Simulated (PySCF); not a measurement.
This PySCF input asks for the NMR shieldings of `N#CC1=C(CCl)[C@H]1[SiH2]Cl`, C₅H₅Cl₂NSi; the geometry comes from GFN2-xTB.

```python
import basis_set_exchange as bse
import numpy as np
from pyscf import gto, dft
from pyscf.prop import nmr

atoms = """
N    -0.138793    3.425857   -1.338023
C     0.014732    2.328193   -1.030419
C     0.170444    1.010237   -0.684304
C     0.810578    0.016830   -0.121745
C     1.921872   -0.518243    0.646354
Cl    3.043888    0.785720    1.160107
C    -0.478327   -0.375476   -0.789628
Si   -2.023727   -0.782382    0.230873
Cl   -1.415213   -1.129718    2.123427
H     1.554731   -1.016387    1.547809
H     2.496864   -1.232421    0.050438
H    -0.388511   -0.862663   -1.759810
H    -2.945142    0.347780    0.249583
H    -2.624073   -1.997799   -0.306830
"""
names = dict.fromkeys(["N", "C", "Cl", "Si", "H"], "pcSseg-1")
basis = {el: gto.basis.parse(bse.get_basis(n, elements=[el], fmt="nwchem")) for el, n in names.items()}
mol = gto.M(atom=atoms, basis=basis, charge=0, verbose=0)
mf = dft.RKS(mol, xc="PBE0")
mf.grids.level = 2
mf.grids.alignment = dft.numint.BLKSIZE   # the property module wants whole blocks of grid points
mf.conv_tol = 1e-9
mf.kernel()

calc = nmr.RKS(mf)   # GIAO
C = mf.mo_coeff
Co = C[:, mf.mo_occ > 0]
resp = mf.gen_response(singlet=True, hermi=2)
def vind(x):   # induced exchange potential for any number of trial vectors
    d = np.einsum("pi,xij,qj->xpq", C, 2 * x.reshape(-1, C.shape[1], Co.shape[1]), Co, optimize=True)
    return np.einsum("xpq,pi,qj->xij", resp(d - d.transpose(0, 2, 1)), C, Co, optimize=True).ravel()
mo1, _ = nmr.rhf.solve_mo1(calc, with_cphf=vind)
sigma = calc.kernel(mo1)
for i, s in enumerate(sigma):   # ppm
    print("%2d %-2s %9.2f" % (i, mol.atom_pure_symbol(i), np.trace(s) / 3))
```

**Question.** Give the expected output.

**Answer.** 
```
 0 N     -88.29
 1 C      72.32
 2 C      94.10
 3 C      44.49
 4 C     137.23
 5 Cl    835.97
 6 C     163.37
 7 Si    364.62
 8 Cl   1020.29
 9 H      26.39
10 H      26.93
11 H      30.10
12 H      26.70
13 H      26.50
```

These numbers come from an equivalent density-fitted implementation of the same equations, which agrees with the script to about 0.01 ppm for H and up to a few tenths of a ppm for heavy atoms, so last digits may differ.

**Question.** Turn these shieldings into chemical shifts. Scale: ¹⁵N (267.73 ppm) vs NH3; ¹³C (186.93 ppm) and ²⁹Si (349.16 ppm) and ¹H (31.72 ppm) against TMS; ³⁵Cl (949.78 ppm) against HCl (reference shieldings calculated alike).

**Answer.** Averaging equivalent atoms: N 0: 356.0; C 3: 142.4; C 1: 114.6; C 2: 92.8; C 4: 49.7; C 6: 23.6; Cl 5: 114; Cl 8: -71; Si 7: -15.5; H 9: 5.33; H 13: 5.22; H 12: 5.02; H 10: 4.78; H 11: 1.62 ppm. Experimental scales use liquid or dissolved standards, which lie at an offset from isolated NH3 (liquid NH3: subtract about 20 ppm). Unscaled 15N shifts of sp2 nitrogen come out 20 to 40 ppm too high even then.

Size and cost of the density-fitted run: 199 basis functions, 83 s wall time on 1 thread of an Intel Xeon, shared host; peak memory 0.92 GiB.
